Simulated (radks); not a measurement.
Question: The platinum ion Pt+, configuration [Xe] 4f14 5d9. Method: scalar-relativistic Kohn-Sham, r2SCAN, spin-unpolarised, spherical densities, finite nucleus; meta-GGA in the generalised Kohn-Sham scheme; Fermi nuclear charge, rms radius 5.427 fm; computed with a radial shooting solver on a logarithmic mesh with Libxc functionals. Some entries of the table are withheld. Estimate them.

orbital,occ.,eigenvalue (eV),<1/r> (bohr^-1)
1s,2,(1),93.91
2s,2,-13825.99,22.03
2p,6,(2),19.67
3s,2,-3264.611,8.177
3p,6,(3),7.473
3d,10,-2138.894,7.030
4s,2,-714.1614,3.488
4p,6,-536.5382,(4)
4d,10,-319.5538,2.825
5s,2,(5),1.409
4f,14,-78.9370,2.389
5p,6,-65.7643,1.194
5d,9,-14.3790,0.8079

Answer: 
(1) 1s eigenvalue (eV): -78504.85
(2) 2p eigenvalue (eV): -11982.57
(3) 3p eigenvalue (eV): -2725.333
(4) 4p <1/r> (bohr^-1): 3.158
(5) 5s eigenvalue (eV): -112.0264
